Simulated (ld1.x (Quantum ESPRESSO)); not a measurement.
# Pd: excitation energies, all-electron against TM

```
Element                 : palladium (Pd)
Generator               : ld1.x (Quantum ESPRESSO) 7.5
Type                    : norm-conserving Troullier–Martins (Kleinman–Bylander form)
Functional              : PBE
Relativity              : scalar-relativistic
Frozen core             : [Ar] 3d10
Valence charge          : 18
Reference configuration : 4s2 4p6 4d9.5 5s0 5p0 (charge +0.5)
Partial waves           : 4p (bound): rc 1.70 bohr; 4d (bound): rc 1.60 bohr; 4s (bound): rc 1.60 bohr
Local potential         : the s channel
Core correction         : none
```

Energies are relative to the spin-unpolarised reference configuration 4s2 4p6 4d9.5 5s0 5p0; without spin polarisation the order of configurations can differ from experiment.

(1) Give the all-electron excitation energy and the error of the potential for: 4s2 4p6 4d10 5s0 5p0; 4s2 4p6 4d9 5s0 5p0; 4s2 4p6 4d8 5s0 5p0; 4s2 4p6 4d9 5s0 5p1; 4s2 4p6 4d7 5s0 5p0; 4s2 4p6 4d9 5s1 5p0; 4s2 4p6 4d8 5s1 5p0.

Levels in the configuration 4s2 4p6 4d9 5s0 5p0:

```tsv
level	all-electron (eV)	pseudo (eV)
4s	-96.681	-96.623
4p	-62.465	-62.422
4d	-14.614	-14.594
```

Answers

(1)

| valence configuration | charge | ΔE all-electron (eV) | error AE − PS (meV) |
| --- | --- | --- | --- |
| 4s2 4p6 4d10 5s0 5p0 | 0 | -3.234 | +2.3 |
| 4s2 4p6 4d9 5s0 5p0 | +1 | 5.882 | +4.3 |
| 4s2 4p6 4d8 5s0 5p0 | +2 | 26.700 | +58 |
| 4s2 4p6 4d9 5s0 5p1 | 0 | 2.005 | +283 |
| 4s2 4p6 4d7 5s0 5p0 | +3 | 61.060 | +210 |
| 4s2 4p6 4d9 5s1 5p0 | 0 | -1.733 | +1873 |
| 4s2 4p6 4d8 5s1 5p0 | +1 | 10.406 | +2828 |

These tests converged, but a pseudo level misses the all-electron one widely, so the file describes the atom poorly there or has found another state: 4s2 4p6 4d9 5s0 5p0: empty 5s by 2.4 eV; 4s2 4p6 4d8 5s0 5p0: empty 5s by 3.4 eV; 4s2 4p6 4d7 5s0 5p0: empty 5s by 4.5 eV; 4s2 4p6 4d9 5s1 5p0: 5s by 1.4 eV; 4s2 4p6 4d8 5s1 5p0: 5s by 2.2 eV.
